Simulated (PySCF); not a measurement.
CH5NOTe, SMILES CO[Te]N, B3LYP/def2-SVP optimised geometry.

```
9

Te    -0.82    -1.84     0.00
O     -1.31     0.12     0.00
C     -1.25     0.83     1.22
H     -0.22     0.93     1.61
H     -1.64     1.84     1.03
H     -1.87     0.37     2.02
N      1.21    -1.84     0.00
H      1.64    -1.49     0.85
H      1.63    -1.42    -0.82
```

Density from PySCF with B3LYP/def2-TZVP, def2 effective core potentials past Kr at that geometry. The core electrons that the potentials of Te replace are not part of the density.

Minimum of the electron density along straight lines between bonded atoms, close to the bond critical point (lines longer than 1.1 times the sum of covalent radii, or with two minima, are not listed):

```tsv
bond	length / Å	ρ at the minimum / e bohr⁻³	∇²ρ there / e bohr⁻⁵	position (fraction from the first atom)
Te1–O2	2.026	0.116	0.26	0.51
O2–C3	1.410	0.265	?	0.64
C3–H4	1.108	0.275	-0.94	0.64
C3–H5	1.104	0.278	-0.96	0.65
C3–H6	1.107	0.276	-0.95	0.64
Te1–N7	2.027	?	?	0.50
N7–H8	1.019	0.332	-1.58	0.73
N7–H9	1.019	0.332	-1.59	0.74
```

Q: Complete the blanks.

A: 
- O2–C3, ∇²ρ there / e bohr⁻⁵: -0.62
- Te1–N7, ρ at the minimum / e bohr⁻³: 0.127
- Te1–N7, ∇²ρ there / e bohr⁻⁵: 0.21
